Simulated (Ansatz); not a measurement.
Ansatz (an electronic-structure program) input (B3LYP/6-31G* with LANL2DZ past Ar): The .json file joins the Basis Set Exchange's 6-31G* for atoms up to Ar and LANL2DZ past it.

Ansatz 0.2 input:
```yaml
crystal:
  periodic: [false, false, false]
  atoms:
    - {symbol: Cl, position_ang: [-0.29785210, 2.59853994, -0.12461332]}
    - {symbol: Si, position_ang: [-0.06496543, 0.67914264, 0.64930374]}
    - {symbol: I, position_ang: [2.12734200, -0.27093786, -0.10489082]}
    - {symbol: I, position_ang: [-2.01464385, -0.74195225, -0.02665307]}
basis:
  gaussian:
    orbitals: 6-31Gs+LANL2DZ.json
hamiltonian:
  xc: {name: B3LYP}
magnetization: {spin_polarized: true, initial_magnetization: 1}
phonons: {temperatures: {t_min: 298.15, t_max: 298.15, t_step: 100}}
```

Output:

```
Functional definition: B3LYP
integrals: 0.02 GiB planned
625 factors; integrals over basis functions are off by at most 2.4e-4 eV
mean field: 0.26 GiB planned
mean field evaluation 1: about -21021.1348 eV, gradient 9.3e0 eV
mean field evaluation 2: about -21020.4748 eV, gradient 1.4e1 eV
mean field evaluation 4: about -21021.7695 eV, gradient 4.4e-1 eV
mean field evaluation 8: about -21021.7939 eV, gradient 1.3e-2 eV
mean field evaluation 16: about -21021.7939 eV, gradient 4.6e-5 eV
mean field -21021.79390013 eV, -772.5366767462 hartree, gradient 4.6e-5 eV, S^2 0.753498; 0 other end points of the search recorded, 0 dependent functions left out
the calculation of the forces begins
reference -21021.79413909 eV, -772.5366855277 hartree; 23, 22 occupied and 31, 32 virtual orbitals, 625 factors
these checks for a lower state are left out or cut short: stability, starts, cluster_reference, orbital_swaps, neighbouring_geometries, increment
integrals: 0.02 GiB planned
625 factors; integrals over basis functions are off by at most 2.5e-4 eV
mean field: 0.26 GiB planned
mean field -21021.79385853 eV, -772.5366752175 hartree, gradient 1.8e-6 eV, S^2 0.753492; 0 other end points of the search recorded, 0 dependent functions left out
the calculation of the forces begins
reference -21021.79409742 eV, -772.5366839964 hartree; 23, 22 occupied and 31, 32 virtual orbitals, 625 factors
these checks for a lower state are left out or cut short: stability, starts, cluster_reference, orbital_swaps, neighbouring_geometries, increment
integrals: 0.02 GiB planned
625 factors; integrals over basis functions are off by at most 2.4e-4 eV
mean field: 0.26 GiB planned
mean field -21021.79385727 eV, -772.5366751711 hartree, gradient 1.8e-6 eV, S^2 0.753504; 0 other end points of the search recorded, 0 dependent functions left out
the calculation of the forces begins
reference -21021.79409630 eV, -772.5366839551 hartree; 23, 22 occupied and 31, 32 virtual orbitals, 625 factors
these checks for a lower state are left out or cut short: stability, starts, cluster_reference, orbital_swaps, neighbouring_geometries, increment
integrals: 0.02 GiB planned
625 factors; integrals over basis functions are off by at most 2.4e-4 eV
mean field: 0.26 GiB planned
mean field evaluation 32: about -21021.7939 eV, gradient 3.3e-2 eV
mean field -21021.79389376 eV, -772.5366765120 hartree, gradient 2.8e-6 eV, S^2 0.753496; 0 other end points of the search recorded, 0 dependent functions left out
the calculation of the forces begins
reference -21021.79413271 eV, -772.5366852932 hartree; 23, 22 occupied and 31, 32 virtual orbitals, 625 factors
these checks for a lower state are left out or cut short: stability, starts, cluster_reference, orbital_swaps, neighbouring_geometries, increment
integrals: 0.02 GiB planned
625 factors; integrals over basis functions are off by at most 2.4e-4 eV
mean field: 0.26 GiB planned
mean field -21021.79389446 eV, -772.5366765377 hartree, gradient 2.9e-6 eV, S^2 0.753500; 0 other end points of the search recorded, 0 dependent functions left out
the calculation of the forces begins
reference -21021.79413342 eV, -772.5366853194 hartree; 23, 22 occupied and 31, 32 virtual orbitals, 625 factors
these checks for a lower state are left out or cut short: stability, starts, cluster_reference, orbital_swaps, neighbouring_geometries, increment
integrals: 0.02 GiB planned
625 factors; integrals over basis functions are off by at most 2.4e-4 eV
mean field: 0.26 GiB planned
mean field -21021.79384508 eV, -772.5366747231 hartree, gradient 1.6e-6 eV, S^2 0.753491; 0 other end points of the search recorded, 0 dependent functions left out
the calculation of the forces begins
reference -21021.79408405 eV, -772.5366835049 hartree; 23, 22 occupied and 31, 32 virtual orbitals, 625 factors
these checks for a lower state are left out or cut short: stability, starts, cluster_reference, orbital_swaps, neighbouring_geometries, increment
integrals: 0.02 GiB planned
625 factors; integrals over basis functions are off by at most 2.5e-4 eV
mean field: 0.26 GiB planned
mean field -21021.79385034 eV, -772.5366749165 hartree, gradient 1.7e-6 eV, S^2 0.753505; 0 other end points of the search recorded, 0 dependent functions left out
the calculation of the forces begins
reference -21021.79408929 eV, -772.5366836976 hartree; 23, 22 occupied and 31, 32 virtual orbitals, 625 factors
these checks for a lower state are left out or cut short: stability, starts, cluster_reference, orbital_swaps, neighbouring_geometries, increment
integrals: 0.02 GiB planned
625 factors; integrals over basis functions are off by at most 2.4e-4 eV
mean field: 0.26 GiB planned
mean field -21021.79387263 eV, -772.5366757354 hartree, gradient 1.5e-6 eV, S^2 0.753506; 0 other end points of the search recorded, 0 dependent functions left out
the calculation of the forces begins
reference -21021.79411159 eV, -772.5366845172 hartree; 23, 22 occupied and 31, 32 virtual orbitals, 625 factors
these checks for a lower state are left out or cut short: stability, starts, cluster_reference, orbital_swaps, neighbouring_geometries, increment
integrals: 0.02 GiB planned
625 factors; integrals over basis functions are off by at most 2.4e-4 eV
mean field: 0.26 GiB planned
mean field evaluation 64: about -21021.7938 eV, gradient 6.8e-2 eV
mean field -21021.79386824 eV, -772.5366755740 hartree, gradient 1.5e-6 eV, S^2 0.753490; 0 other end points of the search recorded, 0 dependent functions left out
the calculation of the forces begins
reference -21021.79410718 eV, -772.5366843552 hartree; 23, 22 occupied and 31, 32 virtual orbitals, 625 factors
these checks for a lower state are left out or cut short: stability, starts, cluster_reference, orbital_swaps, neighbouring_geometries, increment
integrals: 0.02 GiB planned
625 factors; integrals over basis functions are off by at most 2.4e-4 eV
mean field: 0.26 GiB planned
mean field -21021.79388126 eV, -772.5366760526 hartree, gradient 2.2e-6 eV, S^2 0.753512; 0 other end points of the search recorded, 0 dependent functions left out
the calculation of the forces begins
reference -21021.79412024 eV, -772.5366848350 hartree; 23, 22 occupied and 31, 32 virtual orbitals, 625 factors
these checks for a lower state are left out or cut short: stability, starts, cluster_reference, orbital_swaps, neighbouring_geometries, increment
integrals: 0.02 GiB planned
625 factors; integrals over basis functions are off by at most 2.4e-4 eV
mean field: 0.26 GiB planned
mean field -21021.79387873 eV, -772.5366759596 hartree, gradient 2.4e-6 eV, S^2 0.753484; 0 other end points of the search recorded, 0 dependent functions left out
the calculation of the forces begins
reference -21021.79411766 eV, -772.5366847403 hartree; 23, 22 occupied and 31, 32 virtual orbitals, 625 factors
these checks for a lower state are left out or cut short: stability, starts, cluster_reference, orbital_swaps, neighbouring_geometries, increment
integrals: 0.02 GiB planned
625 factors; integrals over basis functions are off by at most 2.4e-4 eV
mean field: 0.26 GiB planned
mean field -21021.79389337 eV, -772.5366764978 hartree, gradient 2.8e-6 eV, S^2 0.753493; 0 other end points of the search recorded, 0 dependent functions left out
the calculation of the forces begins
reference -21021.79413230 eV, -772.5366852783 hartree; 23, 22 occupied and 31, 32 virtual orbitals, 625 factors
these checks for a lower state are left out or cut short: stability, starts, cluster_reference, orbital_swaps, neighbouring_geometries, increment
integrals: 0.02 GiB planned
625 factors; integrals over basis functions are off by at most 2.4e-4 eV
mean field: 0.26 GiB planned
mean field -21021.79389510 eV, -772.5366765613 hartree, gradient 1.1e-6 eV, S^2 0.753503; 0 other end points of the search recorded, 0 dependent functions left out
the calculation of the forces begins
reference -21021.79413408 eV, -772.5366853437 hartree; 23, 22 occupied and 31, 32 virtual orbitals, 625 factors
these checks for a lower state are left out or cut short: stability, starts, cluster_reference, orbital_swaps, neighbouring_geometries, increment
integrals: 0.02 GiB planned
625 factors; integrals over basis functions are off by at most 2.4e-4 eV
mean field: 0.26 GiB planned
mean field evaluation 96: about -21021.7939 eV, gradient 2.9e-5 eV
mean field -21021.79389540 eV, -772.5366765722 hartree, gradient 2.9e-6 eV, S^2 0.753493; 0 other end points of the search recorded, 0 dependent functions left out
the calculation of the forces begins
reference -21021.79413435 eV, -772.5366853536 hartree; 23, 22 occupied and 31, 32 virtual orbitals, 625 factors
these checks for a lower state are left out or cut short: stability, starts, cluster_reference, orbital_swaps, neighbouring_geometries, increment
integrals: 0.02 GiB planned
625 factors; integrals over basis functions are off by at most 2.4e-4 eV
mean field: 0.26 GiB planned
mean field -21021.79389798 eV, -772.5366766669 hartree, gradient 1.2e-6 eV, S^2 0.753503; 0 other end points of the search recorded, 0 dependent functions left out
the calculation of the forces begins
reference -21021.79413693 eV, -772.5366854485 hartree; 23, 22 occupied and 31, 32 virtual orbitals, 625 factors
Total energy: -21021.79413909 eV, -772.5366855277 hartree
Atom 0 at    -0.297852     2.598540    -0.124613 Å, force     0.000033    -0.000322    -0.000203 eV/Å
Atom 1 at    -0.064965     0.679143     0.649304 Å, force    -0.000104     0.001114     0.001217 eV/Å
Atom 2 at     2.127342    -0.270938    -0.104891 Å, force     0.000481    -0.000345    -0.000515 eV/Å
Atom 3 at    -2.014644    -0.741952    -0.026653 Å, force    -0.000411    -0.000447    -0.000498 eV/Å
Dipole moment:     0.004271    -0.014002     0.141804 e Å
Vibrations: 74.33 112.64 150.23 272.57 364.46 521.67 cm⁻¹, zero-point energy 0.092734 eV
```

The blocks after the first are displaced geometries, from whose forces the wavenumbers follow.
